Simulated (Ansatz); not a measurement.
Start from `F[SiH2]P` and change one atom or group to get `F[SiH2][SnH3]`.

Ansatz, PBE0-D4/def2-TZVP geometries, multiplicity 1. Each molecule was computed in one conformer, which needn't be the lowest.

Elements past krypton have def2 core potentials.

```json
{"property": "LUMO energy (PBE0/def2-TZVPP) / eV", "`F[SiH2]P`": "-0.18"}
{"property": "HOMO–LUMO gap (ωB97M-V/def2-TZVPP) / eV", "`F[SiH2]P`": "11.58"}
{"property": "HOMO energy (PBE/def2-TZVPP) / eV", "`F[SiH2]P`": "-6.73"}
{"property": "size of the dipole moment (ωB97M-V/def2-TZVPP) / D", "`F[SiH2]P`": "1.53"}
{"property": "zero-point energy (PBE0-D4/def2-TZVP) / kJ/mol", "`F[SiH2]P`": "98.5"}
{"property": "LUMO energy (ωB97M-V/def2-TZVPP) / eV", "`F[SiH2]P`": "1.63"}
```

(1) Give the same properties after the change, and the shifts. (Estimate.)

Answers

(1) Ansatz gave: 
```json
{"property": "LUMO energy (PBE0/def2-TZVPP) / eV", "`F[SiH2][SnH3]`": "-0.74", "shift": "-0.56"}
{"property": "HOMO–LUMO gap (ωB97M-V/def2-TZVPP) / eV", "`F[SiH2][SnH3]`": "11.00", "shift": "-0.58"}
{"property": "HOMO energy (PBE/def2-TZVPP) / eV", "`F[SiH2][SnH3]`": "-6.92", "shift": "-0.19"}
{"property": "size of the dipole moment (ωB97M-V/def2-TZVPP) / D", "`F[SiH2][SnH3]`": "1.11", "shift": "-0.42"}
{"property": "zero-point energy (PBE0-D4/def2-TZVP) / kJ/mol", "`F[SiH2][SnH3]`": "105.0", "shift": "6.5"}
{"property": "LUMO energy (ωB97M-V/def2-TZVPP) / eV", "`F[SiH2][SnH3]`": "0.97", "shift": "-0.66"}
```

With PBE0 the HOMO falls by 0.16 eV and the LUMO falls by 0.56 eV, so the gap narrows by about 0.40 eV. PBE moves the HOMO by -0.19 eV and ωB97M-V by -0.08 eV. The zero-point energy changes by 6.5 kJ/mol with +3 modes. Dipoles are sizes alone; their direction can turn.
